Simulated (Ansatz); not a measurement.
Computed with frozen-core CCSD(T)/cc-pVQZ // PBE0-D3(BJ)/def2-TZVP run with Ansatz (an electronic-structure program).

Ansatz 0.2 input:
```yaml
crystal:
  periodic: [false, false, false]
  atoms:
    - { symbol: Ge, position_ang: [0.0, 0.0, 0.0] }
    - { symbol: H, position_ang: [-0.073892, 1.27231, 0.854311] }
    - { symbol: H, position_ang: [-1.231372, -0.07577, -0.912173] }
    - { symbol: H, position_ang: [1.27117, 0.033555, -0.858535] }
    - { symbol: H, position_ang: [0.034095, -1.230096, 0.916397] }
basis:
  gaussian: { orbitals: cc-pVQZ }
correlation:
  method: ccsd_t
```

Output:

```
Functional definition: HF
1100 factors; integrals over basis functions are off by at most 8.3e-4 eV
mean field evaluation 1: about -56537.1325 eV, gradient 1.0e1 eV
mean field evaluation 2: about -56537.1453 eV, gradient 1.0e1 eV
mean field evaluation 4: about -56537.6955 eV, gradient 1.7e0 eV
mean field evaluation 8: about -56537.7005 eV, gradient 9.4e-5 eV
mean field evaluation 16: about -56537.7003 eV, gradient 1.8e-1 eV
mean field -56537.70045066 eV, -2077.7221689319 hartree, gradient 2.9e-6 eV, S^2 0.000000; 1 other end points of the search recorded, 0 dependent functions left out
9 core orbitals not correlated
reference -56537.70045066 eV, -2077.7221689319 hartree; 9, 9 occupied and 170, 170 virtual orbitals, 1100 factors
second order -7.97278711 eV of doubles, -0.00000000 eV of singles
cycle   1  -8.07603601 eV  change   -1.0e-1 eV  update   7.5e-2
cycle   2  -8.42664414 eV  change   -3.5e-1 eV  update   2.3e-2
cycle   3  -8.45729605 eV  change   -3.1e-2 eV  update   1.0e-2
cycle   4  -8.45406371 eV  change    3.2e-3 eV  update   2.3e-3
cycle   5  -8.45383028 eV  change    2.3e-4 eV  update   6.2e-4
cycle   6  -8.45360784 eV  change    2.2e-4 eV  update   1.6e-4
cycle   7  -8.45359646 eV  change    1.1e-5 eV  update   3.8e-5
cycle   8  -8.45360537 eV  change   -8.9e-6 eV  update   9.9e-6
perturbative correction -0.27745147 eV, -0.0101961535 hartree
Total energy: -56546.43150750 eV, -2078.0430293527 hartree
```

Cost: roughly 28 core-seconds.
